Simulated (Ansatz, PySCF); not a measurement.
The pair A = N2 (SMILES N#N) (first 2 atoms), B = CH2O (SMILES C=O); geometry from B3LYP-D3(BJ)/def2-TZVP.
(charge 0, multiplicity 1):
```
atom    x (Å)    y (Å)    z (Å)
----  -------  -------  -------
N     -0.3431   0.1055  -0.8559
N      0.2646  -0.0814   0.0303
C      0.5615  -0.2433   3.1990
O     -0.4842   0.0254   3.7204
H      0.8302  -1.2801   2.9190
H      1.3186   0.5298   2.9656
```

Frozen-core correlation. CBS: X⁻³ extrapolation of the correlation energy, Hartree–Fock from the larger set.

Codes used: Ansatz (a program for electronic structure) with Gaussian orbitals; PySCF for the dispersion terms. Values without a source in brackets are computed.

The monomers are drawn apart, rigid, along the line of their centres of mass. Counterpoise-corrected interaction energies (kcal/mol):

```csv
level,R = 5.150 Å,R = 6.424 Å
PBE/def2-TZVPPD,-0.2019,-0.0605
PBE-D3(BJ)/def2-TZVPPD,-0.3253,-0.0916
wB97M-V/def2-TZVPPD,-0.2688,-0.0855
"CCSD(T)/CBS(aug-cc-pVDZ, aug-cc-pVTZ)",-0.2664,-0.0860
```

R is the distance of the centres of mass. Find the local exponent m of E ∝ R⁻ᵐ between the two points.


m = ln(E₁/E₂)/ln(R₂/R₁): PBE/def2-TZVPPD 5.4; PBE-D3(BJ)/def2-TZVPPD 5.7; wB97M-V/def2-TZVPPD 5.2; CCSD(T)/CBS(aug-cc-pVDZ, aug-cc-pVTZ) 5.1. For scale, two fixed dipoles give m = 3, dipole and quadrupole 4, quadrupoles 5, and dispersion or dipole-induced dipole 6 at long range; at these distances several terms mix, and what is left of overlap and damping shifts m, so it need not match one of them.
